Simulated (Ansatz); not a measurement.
Correlation energies of CH6FGeN (`[CH3][GeH]([NH2])[F]`) by basis set

```csv
atom,x (Å),y (Å),z (Å)
C1,0.482,-1.400,0.018
Ge2,-0.644,0.166,0.102
N3,0.371,1.668,0.229
F4,-1.563,0.162,-1.396
H5,-0.130,-2.293,-0.111
H6,1.162,-1.319,-0.831
H7,1.067,-1.496,0.933
H8,-1.706,0.205,1.209
H9,-0.137,2.537,0.312
H10,1.096,1.770,-0.466
```

The species carries charge 0 and has multiplicity 1. Correlated methods include outer-core shells of Ge, which these sets cover unevenly. Scalar relativity is left out up to krypton. Geometry: relaxed with PBE0-D4/def2-TZVP. It is one conformer, not always the lowest. Frozen core, restricted reference, Ansatz 0.2.0.

| basis | HF (Eh) | MP2 corr. |
| --- | --- | --- |
| def2-SVP | -2270.26339 | -0.73558 |
| def2-TZVPP | -2270.77312 | -0.90455 |
| def2-QZVPP | -2270.82487 | -1.21938 |

Problem. Estimate the CCSD correlation energy and the (T) correction in each basis where they were run (hartree).

Solution. 
```
     basis  CCSD corr.       (T)
  def2-SVP    -0.76318  -0.01828
def2-TZVPP    -0.92731  -0.03202
```
